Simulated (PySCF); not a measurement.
H3OSi, SMILES [SiH3][O], multiplicity 2.

The structure is a stationary point at B3LYP-D3(BJ)/def2-TZVP. The isomer is the one that the SMILES or the coordinates give; other isomers of the formula were not compared.

Level of theory: PySCF with TDA-LC-ωPBE/def2-TZVPD.

Vertical excitations. The molecule is in vacuum.

Computed excitation energies, oscillator strengths and character:
```
state    energy (eV)  λ (nm)      f                                                                                                         main pairs
-------  -----------  ------  -----  -----------------------------------------------------------------------------------------------------------------
root 1          0.52    2386  0.000                                                                               β HOMO→LUMO 78 %, β HOMO−3→LUMO 20 %
root 2          2.38     522  0.000                                                                                                 β HOMO−2→LUMO 88 %
root 3          4.96     250  0.063                                                                                                 β HOMO−1→LUMO 90 %
root 4          5.17     240  0.005                                                                               β HOMO−3→LUMO 78 %, β HOMO→LUMO 21 %
root 5          7.17     173  0.000                                       α HOMO→LUMO+1 13 %, α HOMO→LUMO 11 %, β HOMO→LUMO+2 34 %, β HOMO→LUMO+1 27 %
root 6          7.73     160  0.001                                       α HOMO→LUMO+1 32 %, α HOMO→LUMO 30 %, β HOMO→LUMO+1 15 %, β HOMO→LUMO+2 13 %
root 7          7.96     156  0.001                                 α HOMO−1→LUMO+1 34 %, α HOMO−1→LUMO 31 %, β HOMO−1→LUMO+2 9 %, β HOMO−1→LUMO+1 7 %
root 8          8.37     148  0.000                                                          α HOMO→LUMO+2 19 %, β HOMO→LUMO+3 26 %, β HOMO→LUMO+6 6 %
root 9          8.71     142  0.001  α HOMO→LUMO+2 8 %, α HOMO→LUMO 7 %, α HOMO→LUMO+1 6 %, β HOMO→LUMO+1 21 %, β HOMO→LUMO+2 18 %, β HOMO→LUMO+3 11 %
root 10         8.81     141  0.001                 α HOMO→LUMO+3 16 %, α HOMO−1→LUMO+1 6 %, α HOMO→LUMO+6 6 %, β HOMO→LUMO+4 28 %, β HOMO→LUMO+7 10 %
```
Unrestricted roots are not spin-pure.
